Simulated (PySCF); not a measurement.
Cl3OSi, charge -1, multiplicity 1.

```xyz
5

O      0.0000     0.0000     2.0508
Si     0.0000     0.0000     0.4996
Cl     1.6578    -0.9571    -0.4588
Cl     0.0000     1.9142    -0.4588
Cl    -1.6578    -0.9571    -0.4588
```
Charge -1, spin multiplicity 1.

Geometry: B3LYP-D3(BJ)/def2-SVPD. The spin state was assumed, not searched. The isomer is the one that the SMILES or the coordinates give; other isomers of the formula were not compared.

Level of theory: B3LYP/pcSseg-1 run with PySCF. Non-relativistic, no solvent.

Problem. Give the absolute GIAO shielding of each atom: isotropic value and principal components (ppm). (The exact figures need the calculation; the answer reports its results.)

Solution. 
```
atom  σ(iso)    σ11    σ22     σ33   span
----  ------  -----  -----  ------  -----
O1      70.8   34.8   34.8   142.7  107.8
Si2    401.2  310.6  310.6   582.4  271.8
Cl3    771.3  637.9  638.5  1037.4  399.5
Cl4    771.3  637.9  638.5  1037.4  399.5
Cl5    771.3  637.9  638.5  1037.4  399.5
```
